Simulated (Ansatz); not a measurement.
Reaction (atomization): `[CH2][Si](F)(F)F`• → C• + 3 F• + 2 H• + Si•

Computed with Ansatz on PBE0-D4/def2-TZVP structures; ΔE is electronic, products minus reactants. CBS: MP2 limit from def2 TZ/QZ plus the TZ coupled-cluster correction, frozen cores. This one scheme is used for every species, atoms too. Functionals use def2-TZVPP. HSE06 is defined as in plane-wave codes. Open shells (•) are unrestricted, without spin–orbit coupling. Spin–orbit coupling would lower the free atoms: a little for C, F, Si.

Question: What is ΔE at CCSD(T)/CBS? (An estimate is asked.)

Answer: Computed: +2972.7 kJ/mol.

Question: What do these levels give: B97M-V, ωB97X-V, r2SCAN0, HSE06, MP2/def2-SVP, CCSD/def2-TZVPP? (Best estimate.)

Answer: Ansatz gave: B97M-V 2964.5, ωB97X-V 2957.0, r2SCAN0 2913.5, HSE06 2925.2, MP2/def2-SVP 2826.7, CCSD/def2-TZVPP 2848.2 kJ/mol.

Largest T1 diagnostic among the species: 0.012.

From PBE to PBE0 (25 % exact exchange), in def2-TZVPP and without D4, ΔE moves by −60.4 kJ/mol: exact exchange takes away binding that semilocal exchange gives to molecules. At CCSD(T), def2-SVP lies −247.0 kJ/mol from the extrapolated value and def2-TZVPP −86.0 kJ/mol: correlation converges slowly with the basis, and small sets miss more of it in the bonded molecule than in its fragments.

For atomizations the MP2-based limit and the directly extrapolated one differ by several kJ/mol either way, and by 10 to 25 for some Ge, Se and Sn compounds, so smaller differences from it don't rank the levels.
